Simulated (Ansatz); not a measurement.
Mulliken charges of CCl2GeN, SMILES `N#[C][Ge]([Cl])[Cl]` radical from ωB97M-V/def2-TZVPP in Ansatz (PBE0-D4/def2-TZVP geometry).

| atom | x (Å) | y (Å) | z (Å) | charge (e) |
| --- | --- | --- | --- | --- |
| N1 | 1.425 | -1.439 | 1.265 | -0.030 |
| C2 | 0.675 | -0.726 | 0.757 | -0.144 |
| Ge3 | -0.666 | 0.490 | 0.096 | 0.556 |
| Cl4 | -1.754 | -0.553 | -1.415 | -0.191 |
| Cl5 | 0.370 | 2.155 | -0.745 | -0.191 |

Problem. By hand: the dipole of these point charges (1 e Å = 4.8032 D).

Solution. Σ q r = (-0.246, 0.114, 0.319) e Å, of length 0.419 e Å = 2.01 D.

Problem. How does the dipole of the full density compare? (Best estimate.)

Solution. The calculation gave: (-0.448, 0.357, -0.024) e Å, 2.75 D; the point charges give 0.73 times that, at 53° from its direction.

Point charges leave out the atoms' own dipoles, such as those of lone pairs, and Mulliken's split depends on the basis, so the two needn't agree.
